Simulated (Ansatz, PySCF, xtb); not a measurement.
Potential energy curve for SMILES [BeH2], singlet. The Be1–H3 bond (Be1 also carries H; H3 carries nothing else) is varied alone, starting from the PBE0/def2-TZVP optimised geometry.

- GFN1-xTB (xtb)
- UHF/3-21G = unrestricted Hartree-Fock/3-21G in PySCF
- RKS-PBE = restricted PBE/cc-pVTZ in Ansatz (a quantum-chemistry and plane-wave program)
- RHF/6-31G* = restricted Hartree-Fock/6-31G*, spherical d (PySCF)

Energies are in kcal/mol, each relative to the lowest point of its own curve near equilibrium.

```tsv
R / Å	GFN1-xTB	UHF/3-21G	RKS-PBE	RHF/6-31G*
0.99	___	38.2	35.3	37.5
1.08	10.4	18.2	16.7	17.6
1.11	___	13.6	12.4	13.1
1.20	1.2	4.4	4.0	4.1
1.26	0.0	1.3	1.2	1.1
1.32	0.3	0.1	0.1	0.0
1.34	___	0.0	0.0	0.0
1.38	___	0.3	0.3	0.4
1.43	___	1.4	1.3	1.5
1.47	4.9	2.7	2.5	2.9
1.57	10.0	7.4	6.7	7.8
1.64	14.1	11.5	10.4	12.1
1.80	24.3	22.6	20.3	23.4
2.00	37.3	37.7	33.5	38.9
2.21	50.6	52.5	47.1	55.2
2.39	61.6	60.5	57.9	68.6
2.64	75.7	67.0	71.2	86.1
2.99	92.3	71.2	86.4	107.8
3.23	101.5	72.6	94.6	120.8
3.66	113.7	73.6	105.7	140.7
4.07	121.2	74.0	112.8	156.0
4.71	—	___	119.5	173.5
```

Problem. Some entries are withheld; supply them.

Solution. 
- 0.99, GFN1-xTB: 27.3
- 1.11, GFN1-xTB: 7.0
- 1.34, GFN1-xTB: 0.6
- 1.38, GFN1-xTB: 1.6
- 1.43, GFN1-xTB: 3.2
- 4.71, UHF/3-21G: 74.2

A dash means that the run gave no value there, or that the column was ended at a point which the program doubted or which failed a test of continuity chosen for this set; such a test can also cut sound points.

The unrestricted determinant behind UHF/3-21G is spin-contaminated at 2.21 to 4.71 Å (<S²> up to 1.0, against 0.00 for a pure singlet). The restricted form behind RKS-PBE, RHF/6-31G* keeps the bonding electrons paired and can't separate into open-shell fragments.
